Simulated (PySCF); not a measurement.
## Polarisability and C₆ of Hg (mercury, neutral)

[Xe] 4f14 5d10 6s2, closed-shell 1S. Computed with PySCF 2.14 in aug-cc-pwCVDZ-PP with ECP60MDF (6s6p5d3f, 70 functions), with a scalar-relativistic core potential. Coupled (time-dependent) response in atomic units; α is the mean over directions. A double-zeta set is small for polarisabilities.

```csv
method,mean α (bohr³),C₆ (like pair),S(−4)
UHF,44.67,430.0,817.4
PBE,34.37,317.1,433.2
PBE0,35.88,333.4,479.1
BLYP,34.31,315.2,435.4
HSE06,35.74,331.3,475.6
```

S(−4) is the Cauchy moment in α(ω) = α(0) + S(−4) ω² + …

Reference α: 33.91 ± 0.34 bohr³ (recommended; Schwerdtfeger and Nagle, table of static dipole polarizabilities (2023 update)). Published C₆: 268.0 (Gould and Bucko (2016)).

Hartree-Fock lies above the reference because it lacks correlation, which contracts the outer shell.

α(iu) at BLYP:

| u (hartree) | α(iu) (bohr³) |
| --- | --- |
| 0 | 34.31 |
| 0.0500 | 33.27 |
| 0.100 | 30.58 |
| 0.200 | 23.76 |
| 0.300 | 18.17 |
| 0.500 | 11.69 |
| 0.750 | 7.963 |
| 1.00 | 6.018 |
| 1.50 | 3.929 |
| 2.00 | 2.780 |
| 3.00 | 1.580 |
| 5.00 | 0.6912 |

A single London oscillator, α(iu) = α/(1 + u²/ω²), gives C₆ = (3/4) ω α². Matching the computed C₆ needs ω = 4 × 315.2 / (3 × 34.31²) = 0.357 hartree.

Energies and moments cover only the electrons outside the core potential. Spin-orbit coupling, which splits the p, d and f shells strongly at this Z, is absent.
